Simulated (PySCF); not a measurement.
Species: C3HCl3F3 (doublet state).
Numbering: `[F:1][C:2]([F:3])[C@H:4]([F:5])[C:6]([Cl:7])([Cl:8])[Cl:9]` (hydrogens: H10 on C4)

Cartesian coordinates in Å at the GFN2-xTB level; atoms count from 1:
```xyz
10
C3HCl3F3 angstrom
F     -1.2915    0.2152    1.7646
C     -1.4207   -0.0122    0.4644
F     -2.1795    0.9248   -0.0999
C     -0.2825   -0.5336   -0.3371
F     -0.0629   -1.8523   -0.0407
C      1.0672    0.2212   -0.1326
Cl     2.2536   -0.4335   -1.2831
Cl     0.8154    1.9442   -0.4738
Cl     1.6712    0.0108    1.5148
H     -0.5614   -0.4800   -1.3992
```

The hyperfine couplings belong to this conformer and change with its torsions.

Method: UKS B3LYP, pcH-1 on C Cl F H, non-relativistic, mean-field spin-orbit, GIAO (PySCF 2.14.0). One conformer (not necessarily the lowest) at the GFN2-xTB geometry, without solvent, vibrations or thermal averaging. Couplings are sensitive to structure, and on GFN2-xTB geometries they can be far from those on DFT ones. No stability test was run, so a lower SCF solution isn't excluded.

**Question.** Predict the first-order ENDOR lines of F5, H10 and Cl7/Cl8/Cl9 under fast tumbling at B = 348.6 mT (X band).

**Answer.** For S = 1/2 in fast tumbling each set of equivalent nuclei gives two lines, ν± = |νn ± a/2| to first order, with νn = g_N μN B/h and μN/h = 7.62259 MHz/T.

| nuclei | isotope | g_N | νn (MHz) | a_iso (MHz) | lower line (MHz) | upper line (MHz) |
| --- | --- | --- | --- | --- | --- | --- |
| F5 | 19F | 5.2577 | 13.97 | 104.52 | 38.29 | 66.23 |
| H10 | 1H | 5.5857 | 14.84 | 1.32 | 14.18 | 15.50 |
| Cl7/Cl8/Cl9 | 35Cl | 0.5479 | 1.46 | 1.66 | 0.63 | 2.28 |

**Question.** Which pairs are centred on the nuclear Larmor frequency, and which on half the coupling?

**Answer.** Centred on νn, since |a| < 2νn: H10 and Cl7/Cl8/Cl9. Centred on |a|/2 and split by 2νn: F5.

**Question.** At what field would the lower line of Cl7/Cl8/Cl9 fall to zero frequency?

**Answer.** Where νn = |a|/2, that is B = 0.83 MHz/(0.5479 × 7.62259 MHz/T) = 198 mT, as far as first order holds there.

Couplings of abundant isotopes left out: F1/F3 (200.2 MHz).

Means are taken over nuclei equivalent by connectivity, which assumes that they swap fast.

Main isotope only: 35Cl (natural samples also hold 24 % 37Cl, magnetic too, which adds its own pattern).

The Mulliken spin populations are largest on C2 (+0.83), F1 (+0.06) and F3 (+0.06). C2 is the only atom above +0.15. The angles at C2 add up to 348.5°, so it is slightly pyramidal.
